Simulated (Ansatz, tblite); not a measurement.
Cost and result up the ladder for dimethylphenylsulfonium mesylate (C9H14O3S2) (28 atoms). The state is a singlet with charge 0. Geometry: PBE0-D4/def2-SVP.

Ansatz on 4 threads of Arm Neoverse V2 on a shared host; xTB runs through tblite on one thread. Times are rough, summed over both states, and most runs start from the orbitals of an earlier one. PBE0-D4/def2-SVP serves as the yardstick here, not as an exact answer. The other state is a triplet.

The xTB rows come from tblite. HOMO above LUMO, or a gap near zero within one spin, warns that the state may not be the lowest or that an electron is smeared out. In the singlet geometry the species has come apart into loosely held pieces. In the triplet geometry the species has come apart into loosely held pieces.

xTB has no spin-polarisation term.

```tsv
level	functions	wall time
GFN2-xTB	80	0.045 s
GFN1-xTB	94	0.074 s
PBE-D4/def2-SVP	274	31 s
PBE0-D4/def2-SVP	274	63 s
```

Problem. Estimate what each level gives for the vertical triplet (eV).

Solution. 
| level | vertical triplet (eV) | difference from PBE0-D4/def2-SVP (eV) | remarks |
| --- | --- | --- | --- |
| GFN2-xTB | 4.04 | -0.06 | – |
| GFN1-xTB | 4.13 | 0.04 | – |
| PBE-D4/def2-SVP | 3.80 | -0.30 | gap within one spin near zero (triplet) |
| PBE0-D4/def2-SVP | 4.10 | 0.00 | – |
